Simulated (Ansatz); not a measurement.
# Molecular dynamics of BFH$_{2}$O$_{2}$

Input:

```yaml
crystal:
  periodic: [false, false, false]
  atoms:
    - { symbol: B, position_ang: [-0.073339, -0.127763, -0.080439] }
    - { symbol: O, position_ang: [0.051471, -0.302518, 1.260106] }
    - { symbol: H, position_ang: [-0.767921, -0.124949, 1.732311] }
    - { symbol: O, position_ang: [0.962689, -0.326507, -0.921737] }
    - { symbol: H, position_ang: [1.757837, -0.600244, -0.454937] }
    - { symbol: F, position_ang: [-1.241337, 0.248681, -0.603104] }
basis:
  gaussian: { orbitals: def2-SVP }
hamiltonian:
  xc: pbe0
md:
  timestep: 1.0
  n_steps: 150
  ensemble: nvt_nose_hoover
  temperature: 300.0
  initial_velocities: maxwell_boltzmann
  seed: 190326
  nose_hoover: { tau: 50.0, chain_length: 5 }
  temperature_schedule:
    - { n_steps: 37, end_temperature: 300.0 }
    - { n_steps: 113, end_temperature: 75.0 }
```

Run as:

```bash
$ ansatz run input.yaml --threads 1 --pin off --max-ram 2048MiB --backend cpu --events-out ev --progress --plain --runs-dir out
```

It starts from a relaxed structure.

Output, in part (one step line in 6, the closing report, with atoms numbered from 0):

```
md step     0: t =     0.00 fs  T =   300.0 K (target 300.0 K)  F+E_penalty+E_count = -7510.87287191 eV  E_kin = 0.155112 eV  conserved = -7510.71775991 eV  (23 SCF iters)
md step     6: t =     6.00 fs  T =   145.2 K (target 300.0 K)  F+E_penalty+E_count = -7510.79111988 eV  E_kin = 0.075088 eV  conserved = -7510.71621818 eV  (24 SCF iters)
md step    12: t =    12.00 fs  T =    85.5 K (target 300.0 K)  F+E_penalty+E_count = -7510.76025023 eV  E_kin = 0.044226 eV  conserved = -7510.71690770 eV  (24 SCF iters)
md step    18: t =    18.00 fs  T =   145.3 K (target 300.0 K)  F+E_penalty+E_count = -7510.78870973 eV  E_kin = 0.075145 eV  conserved = -7510.71675874 eV  (25 SCF iters)
md step    24: t =    24.00 fs  T =    95.7 K (target 300.0 K)  F+E_penalty+E_count = -7510.75932230 eV  E_kin = 0.049484 eV  conserved = -7510.71651702 eV  (25 SCF iters)
md step    30: t =    30.00 fs  T =   200.7 K (target 300.0 K)  F+E_penalty+E_count = -7510.80930255 eV  E_kin = 0.103770 eV  conserved = -7510.71710262 eV  (24 SCF iters)
md step    36: t =    36.00 fs  T =   259.5 K (target 300.0 K)  F+E_penalty+E_count = -7510.82708782 eV  E_kin = 0.134149 eV  conserved = -7510.71634097 eV  (24 SCF iters)
md step    42: t =    42.00 fs  T =   180.8 K (target 291.0 K)  F+E_penalty+E_count = -7510.77621728 eV  E_kin = 0.093469 eV  conserved = -7510.71705143 eV  (24 SCF iters)
md step    48: t =    48.00 fs  T =   179.0 K (target 279.1 K)  F+E_penalty+E_count = -7510.76415067 eV  E_kin = 0.092562 eV  conserved = -7510.71585528 eV  (24 SCF iters)
md step    54: t =    54.00 fs  T =   166.2 K (target 267.1 K)  F+E_penalty+E_count = -7510.74761511 eV  E_kin = 0.085912 eV  conserved = -7510.71724760 eV  (24 SCF iters)
md step    60: t =    60.00 fs  T =   120.7 K (target 255.2 K)  F+E_penalty+E_count = -7510.71328179 eV  E_kin = 0.062392 eV  conserved = -7510.71550782 eV  (24 SCF iters)
md step    66: t =    66.00 fs  T =   295.8 K (target 243.3 K)  F+E_penalty+E_count = -7510.79112821 eV  E_kin = 0.152945 eV  conserved = -7510.71711022 eV  (24 SCF iters)
md step    72: t =    72.00 fs  T =   285.9 K (target 231.3 K)  F+E_penalty+E_count = -7510.76688991 eV  E_kin = 0.147816 eV  conserved = -7510.71601011 eV  (24 SCF iters)
md step    78: t =    78.00 fs  T =   292.9 K (target 219.4 K)  F+E_penalty+E_count = -7510.75727313 eV  E_kin = 0.151447 eV  conserved = -7510.71599581 eV  (24 SCF iters)
md step    84: t =    84.00 fs  T =   261.0 K (target 207.4 K)  F+E_penalty+E_count = -7510.73188209 eV  E_kin = 0.134961 eV  conserved = -7510.71630675 eV  (24 SCF iters)
md step    90: t =    90.00 fs  T =   207.1 K (target 195.5 K)  F+E_penalty+E_count = -7510.69790339 eV  E_kin = 0.107101 eV  conserved = -7510.71517990 eV  (24 SCF iters)
md step    96: t =    96.00 fs  T =   262.2 K (target 183.5 K)  F+E_penalty+E_count = -7510.72508782 eV  E_kin = 0.135587 eV  conserved = -7510.71696612 eV  (23 SCF iters)
md step   102: t =   102.00 fs  T =   232.8 K (target 171.6 K)  F+E_penalty+E_count = -7510.70637576 eV  E_kin = 0.120381 eV  conserved = -7510.71497295 eV  (24 SCF iters)
md step   108: t =   108.00 fs  T =   260.7 K (target 159.6 K)  F+E_penalty+E_count = -7510.72302891 eV  E_kin = 0.134771 eV  conserved = -7510.71687529 eV  (24 SCF iters)
md step   114: t =   114.00 fs  T =   362.0 K (target 147.7 K)  F+E_penalty+E_count = -7510.77706013 eV  E_kin = 0.187178 eV  conserved = -7510.71521865 eV  (23 SCF iters)
md step   120: t =   120.00 fs  T =   334.5 K (target 135.7 K)  F+E_penalty+E_count = -7510.77430951 eV  E_kin = 0.172951 eV  conserved = -7510.71663970 eV  (24 SCF iters)
md step   126: t =   126.00 fs  T =   167.0 K (target 123.8 K)  F+E_penalty+E_count = -7510.69721917 eV  E_kin = 0.086362 eV  conserved = -7510.71556125 eV  (23 SCF iters)
md step   132: t =   132.00 fs  T =   186.2 K (target 111.8 K)  F+E_penalty+E_count = -7510.71499641 eV  E_kin = 0.096283 eV  conserved = -7510.71611836 eV  (23 SCF iters)
md step   138: t =   138.00 fs  T =   196.3 K (target 99.9 K)  F+E_penalty+E_count = -7510.73050725 eV  E_kin = 0.101504 eV  conserved = -7510.71679969 eV  (24 SCF iters)
md step   144: t =   144.00 fs  T =   215.5 K (target 87.9 K)  F+E_penalty+E_count = -7510.75016087 eV  E_kin = 0.111409 eV  conserved = -7510.71552488 eV  (23 SCF iters)
md step   150: t =   150.00 fs  T =   327.8 K (target 76.0 K)  F+E_penalty+E_count = -7510.83148087 eV  E_kin = 0.169463 eV  conserved = -7510.71733402 eV  (24 SCF iters)
Total energy: -7510.83150013 eV, -276.0179666054 hartree
Atom 0 at    -0.052194    -0.107480    -0.093389 Å, force    -0.620444    -0.342255     0.714517 eV/Å
Atom 1 at     0.032398    -0.292140     1.251420 Å, force     0.494278    -0.161816     0.149158 eV/Å
Atom 2 at    -0.806535    -0.267810     1.724449 Å, force     0.070981     0.165391    -0.241550 eV/Å
Atom 3 at     0.967181    -0.341208    -0.934338 Å, force     0.380103     0.129338    -0.101585 eV/Å
Atom 4 at     1.781632    -0.610682    -0.490152 Å, force    -0.266538     0.058621    -0.033667 eV/Å
Atom 5 at    -1.240303     0.248915    -0.575523 Å, force    -0.058380     0.150721    -0.486873 eV/Å
Dipole moment:     0.129002    -0.110849     0.360884 e Å
```

The run went to its last step. The conserved energy stayed within 0.53 meV per atom of its start (net change 0.071 meV per atom), so the integration is sound. The schedule's set-point averaged 150 K over the second half and the system 252 K, so it lags behind the ramp. A run of 0.15 ps of so small a system gives no equilibrium averages.

The same pairs are bonded in the first frame and the last. Pairs count as bonded within 1.25 times the sum of covalent radii (0.12 Å more for H–H).

Last frame:

```xyz
6
Properties=species:S:1:pos:R:3
B -0.052 -0.107 -0.093
O 0.032 -0.292 1.251
H -0.806 -0.268 1.724
O 0.967 -0.341 -0.934
H 1.782 -0.611 -0.490
F -1.240 0.249 -0.576
```

Time of the run: 3.3 min on 1 thread of Arm Neoverse V2, with other jobs on the host, peak memory 0.11 GiB.
